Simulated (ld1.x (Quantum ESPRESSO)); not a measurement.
**O, TM semilocal: configuration errors across variants**

```
Element                 : O (Z = 8)
Generator               : ld1.x (Quantum ESPRESSO) 7.5
Type                    : norm-conserving Troullier–Martins (semilocal form)
Functional              : PBE
Relativity              : scalar-relativistic
Frozen core             : [He]
Valence charge          : 6
Reference configuration : 2s1.5 2p4.5
Partial waves           : 2p (bound): rc 1.50 bohr; 2s (bound): rc 0.65 bohr
Local potential         : the s channel
Core correction         : Bessel-smoothed model core inside 0.30 bohr
```

All-electron excitation energies from the reference (eV): (1) 2s2 2p4 -7.470; (2) 2s2 2p3 8.960; (3) 2s2 2p2 42.547; (4) 2s2 2p0 173.320; (5) 2s2 2p4.3 -9.593; (6) 2s1 2p5 7.480; (7) 2s1 2p4 24.189.

A semilocal file is local in each channel, so a ghost entry of none says nothing of the separable form that plane-wave codes build from it.

Errors AE − PS in meV (a dash: test not solved or not reliable):

```tsv
change	(1)	(2)	(3)	(4)	(5)	(6)	(7)	bound ghosts
base	+2.1	+31	+190	+2454	-2.6	+2.2	-36	none
core correction none	+2.5	+33	+196	+2569	-2.4	+2.2	-37	none
core correction Bessel-smoothed model core inside 0.26 bohr	+2.1	+31	+190	+2453	-2.6	+2.2	-36	none
core correction Bessel-smoothed model core inside 0.32 bohr	+2.1	+31	+190	+2454	-2.6	+2.2	-36	none
core correction Bessel-smoothed model core inside 0.38 bohr	+2.1	+31	+191	+2461	-2.6	+2.2	-36	none
core correction Bessel-smoothed model core inside 0.44 bohr	+2.1	+32	+193	+2489	-2.6	+2.3	-36	none
core correction Bessel-smoothed model core inside 0.54 bohr	+2.3	+33	+198	+2564	-2.5	+2.4	-36	none
core correction Bessel-smoothed model core inside 0.58 bohr	+2.4	+32	+196	+2560	-2.4	+2.5	-36	none
core correction Bessel-smoothed model core inside 0.64 bohr	+2.3	+31	+190	+2499	-2.5	+2.4	-36	none
core correction Bessel-smoothed model core inside 0.72 bohr	+2.3	+31	+186	+2430	-2.5	+2.5	-36	none
```

Question: Give the same row for: core correction Bessel-smoothed model core inside 0.76 bohr.

Answer: +2.7, +32, +192, +2457, -2.2, +2.9, -36; bound ghosts: none.
